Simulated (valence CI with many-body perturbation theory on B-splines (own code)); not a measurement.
**Level structure of In43+**

Method: valence CI with perturbative core correlation (CI+MBPT): four valence electrons over a frozen Dirac-Fock core [He], a basis of 11 s, 11 p, 10 d, 8 f, 5 g, 2 h functions for each j, with the one-electron correlation potential Σ1, the two-electron term Σ2, the three-electron term Σ3, Breit, model QED; selected CI, second order for the rest, scaled by the run's own slope (own B-spline code, finite nucleus).

The last digits are not significant, and no measured levels were compared; by estimate large intervals hold to a few tenths of a per cent, small ones and those within an open d or f shell to about a per cent. Among the levels kept, up to 810 cm⁻¹ of a level comes from second order outside the variational space, and about a tenth of that is noise between levels of different J, which matters for small intervals.

Levels 91 to 135 of 204, with energies above the lowest level, (2s^2 2p1/2^2) J=0. "Leading %" is the weight of the configuration and term that name the level; weights of strongly mixed levels are sums over their largest components and can fall short, so below about 35 % the name and the second component can differ from the true leading terms, or belong to a minority configuration. In the jj column 3d3/2^4 stands for four electrons in 3d with j = 3/2. Lifetimes count E1, E2, E3, M1 and M2 decay at the calculated energies, and are blank where another channel may lead or the interval is too uncertain; long ones can be off by a factor of two.

```csv
No.,Configuration,Term,J,E (eV),Leading %,Leading jj,Lifetime,g
91,2s.2p2.3p,3P°,1,4585.4,37,2s 2p1/2 2p3/2 3p3/2 (92 %),24.1 fs,1.367
92,2s.2p2.3p,3P°,0,4586.3,83,2s 2p1/2 2p3/2 3p3/2 (99 %),484 fs,
93,2s.2p2.3p,1D°,2,4586.8,37,2s 2p1/2 2p3/2 3p3/2 (95 %),24.6 fs,1.118
94,2s.2p2.3d,5P,2,4589.4,29,2s 2p1/2 2p3/2 3d3/2 (94 %),2.85 fs,1.415
95,2s.2p2.3d,3P,1,4591.4,32,2s 2p1/2 2p3/2 3d5/2 (76 %),4.56 fs,1.037
96,2s.2p2.3d,3F,3,4591.7,41,2s 2p1/2 2p3/2 3d3/2 (52 %),2.77 fs,1.255
97,2s.2p2.3p,3P°,1,4592.4,55,2s 2p1/2 2p3/2 3p3/2 (96 %),236 fs,1.219
98,2s.2p2.3d,3G,5,4592.5,51,2s 2p1/2 2p3/2 3d5/2 (97 %),98.3 ps,1.287
99,2s.2p2.3d,5P,1,4592.9,45,2s 2p1/2 2p3/2 3d3/2 (77 %),2.64 fs,1.918
100,2s.2p2.3d,3F,2,4607.9,38,2s 2p1/2 2p3/2 3d5/2 (71 %),9.11 fs,1.106
101,2s.2p2.3d,3D,3,4609.3,54,2s 2p1/2 2p3/2 3d5/2 (86 %),3.94 fs,1.255
102,2s.2p2.3d,3F,4,4615.7,53,2s 2p1/2 2p3/2 3d5/2 (83 %),3.03 fs,1.189
103,2s.2p2.3d,3D,1,4618.9,58,2s 2p1/2 2p3/2 3d5/2 (88 %),3.64 fs,0.856
104,2p3.3s,3P°,2,4622.9,39,2p1/2^2 2p3/2 3s (88 %),45.8 fs,1.530
105,2s.2p2.3d,3G,3,4623.8,53,2s 2p1/2 2p3/2 3d3/2 (96 %),35.3 fs,0.903
106,2s.2p2.3d,3P,0,4624.0,74,2s 2p1/2 2p3/2 3d5/2 (94 %),3.28 fs,
107,2s.2p2.3d,3F,2,4630.2,45,2s 2p1/2 2p3/2 3d3/2 (72 %),5.58 fs,0.906
108,2p3.3s,3D°,1,4630.6,26,2p1/2^2 2p3/2 3s (89 %),23.0 fs,1.209
109,2s.2p2.3d,3D,1,4631.2,57,2s 2p1/2 2p3/2 3d3/2 (91 %),13.5 fs,0.683
110,2s.2p2.3s,5P,3,4632.7,46,2s 2p3/2^2 3s (86 %),135 fs,1.454
111,2s.2p2.3d,1D,2,4639.9,31,2s 2p1/2 2p3/2 3d3/2 (87 %),2.55 fs,0.992
112,2s.2p2.3d,1P,1,4643.3,43,2s 2p1/2 2p3/2 3d3/2 (83 %),2.78 fs,0.947
113,2s.2p2.3d,3D,3,4646.3,42,2s 2p1/2 2p3/2 3d5/2 (91 %),12.2 fs,1.226
114,2s.2p2.3d,3F,4,4647.4,39,2s 2p1/2 2p3/2 3d5/2 (99 %),13.2 fs,1.110
115,2s.2p2.3s,3P,2,4647.5,46,2s 2p3/2^2 3s (92 %),14.7 fs,1.312
116,2s.2p2.3d,3P,0,4647.9,65,2s 2p1/2 2p3/2 3d3/2 (96 %),2.98 fs,
117,2s.2p2.3d,3P,2,4655.9,42,2s 2p1/2 2p3/2 3d5/2 (91 %),2.66 fs,1.205
118,2s.2p2.3d,3P,1,4656.6,47,2s 2p1/2 2p3/2 3d5/2 (92 %),3.63 fs,1.477
119,2s.2p2.3d,1F,3,4656.9,40,2s 2p1/2 2p3/2 3d5/2 (95 %),2.87 fs,1.073
120,2s.2p2.3d,3D,2,4659.8,47,2s 2p1/2 2p3/2 3d5/2 (94 %),4.19 fs,1.155
121,2p3.3p,3P,1,4668.6,28,2p1/2^2 2p3/2 3p1/2 (91 %),23.8 fs,1.517
122,2p3.3p,3D,2,4671.3,22,2p1/2^2 2p3/2 3p1/2 (87 %),25.0 fs,1.204
123,2s.2p2.3p,3P°,2,4695.1,29,2s 2p3/2^2 3p1/2 (97 %),38.8 fs,1.524
124,2s.2p2.3p,3D°,3,4698.5,46,2s 2p3/2^2 3p1/2 (97 %),15.6 fs,1.286
125,2s.2p2.3s,3S,1,4700.3,68,2s 2p3/2^2 3s (96 %),37.8 fs,1.910
126,2s.2p2.3s,1P,1,4704.8,48,2s 2p3/2^2 3s (96 %),17.4 fs,1.010
127,2s.2p2.3s,3P,2,4705.9,66,2s 2p3/2^2 3s (96 %),88.0 fs,1.379
128,2s.2p2.3s,1S,0,4716.5,70,2s 2p3/2^2 3s (97 %),48.3 fs,
129,2p3.3p,3D,3,4733.2,44,2p1/2^2 2p3/2 3p3/2 (96 %),15.2 fs,1.358
130,2p3.3p,3P,1,4734.0,37,2p1/2^2 2p3/2 3p3/2 (95 %),13.1 fs,1.398
131,2s.2p2.3p,3D°,3,4749.5,53,2s 2p3/2^2 3p3/2 (97 %),22.6 fs,1.370
132,2s.2p2.3p,5D°,4,4749.6,52,2s 2p3/2^2 3p3/2 (97 %),3.41 ps,1.368
133,2p3.3p,3P,2,4750.0,39,2p1/2^2 2p3/2 3p3/2 (94 %),13.2 fs,1.326
134,2s.2p2.3p,3P°,1,4753.1,32,2s 2p3/2^2 3p3/2 (72 %),11.3 fs,1.415
135,2s.2p2.3p,3P°,0,4760.6,80,2s 2p3/2^2 3p1/2 (96 %),1.80 ps,
```

Where two levels of one J and parity lie close, their mixing, g and order are uncertain.
